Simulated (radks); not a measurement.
Species: the hafnium ion Hf3+. Configuration: [Xe] 4f14 5d1.

Method: scalar-relativistic Kohn-Sham, r2SCAN, spin-unpolarised, spherical densities, finite nucleus; meta-GGA in the generalised Kohn-Sham scheme; Fermi nuclear charge, rms radius 5.347 fm; computed with a radial shooting solver on a logarithmic mesh with Libxc functionals.

Energy parts (hartree):
total: -15076.1577
kinetic: 16514.5188
electron-nucleus: -37120.5548
Hartree: 5837.2817
exchange-correlation: -307.4035

Orbitals (lengths in bohr, moments of r in powers of bohr; <r^-3> diverges for s and p1/2):
orbital	occ.	eigenvalue (hartree)	<r^-3>	<r^2>	<1/r>	<r^4>
1s	2	-2402.739	-	0.0004953	83.78	6.631e-07
2s	2	-412.6698	-	0.007640	19.58	0.0001008
2p	6	-362.3923	17790	0.006286	17.85	0.00007828
3s	2	-95.14894	-	0.04966	7.255	0.003720
3p	6	-80.05505	3935	0.05034	6.721	0.003981
3d	10	-62.15941	509.7	0.04189	6.348	0.003100
4s	2	-20.16552	-	0.2476	3.061	0.08908
4p	6	-15.19244	896.1	0.2816	2.790	0.1186
4d	10	-8.73191	98.79	0.3325	2.473	0.1800
4f	14	-1.62710	15.57	0.5809	1.922	0.8758
5s	2	-3.52578	-	1.443	1.171	3.071
5p	6	-2.33616	121.1	1.970	0.9874	5.915
5d	1	-0.98103	6.838	4.252	0.6685	30.65

The highest occupied level is 5d at -26.695 eV. Summed over all electrons, <r^2> = 33.47 bohr^2, which gives a Langevin (diamagnetic) susceptibility term of -26.5 x 10^-6 cm^3/mol. For comparison, the ionisation energy in NIST's Atomic Spectra Database is 33.37 eV (semi-empirical). In exact Kohn-Sham theory the highest level is minus the ionisation energy, but local and semilocal functionals leave it too shallow, through self-interaction and a potential that decays too fast; potentials with the right tail come closer.

Beside tabulated values, note that spin-unpolarised runs miss the spin-polarisation part of the exchange energy of open shells.
